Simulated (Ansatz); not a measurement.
Computed with Ansatz on PBE0-D4/def2-TZVP structures; ΔE is electronic, products minus reactants. CBS: MP2 limit from def2 TZ/QZ plus the TZ coupled-cluster correction, frozen cores. One conformer a species, not always the lowest.

Consider the formal exchange of groups at a B–C bond: `C=C(Cl)BOC` + `CBOCC` → `CBBOC` + `C=C(Cl)OCC`.

```tsv
species	MP2/def2-QZVPP energy (Eh)
`C=C(Cl)BOC`	-677.37627
`CBOCC`	-219.46330
`CBBOC`	-205.56065
`C=C(Cl)OCC`	-691.17673
```

(1) Work out ΔE.

Largest T1 diagnostic among the species: 0.013.

## Answers

(1) ΔE = (-205.56065) + (-691.17673) − (-677.37627) − (-219.46330) = 0.10219 Eh = +268.3 kJ/mol. CCSD(T)/CBS gives +262.1 kJ/mol.

From PBE to PBE0 (25 % exact exchange), in def2-TZVPP and without D4, ΔE moves by +5.3 kJ/mol.
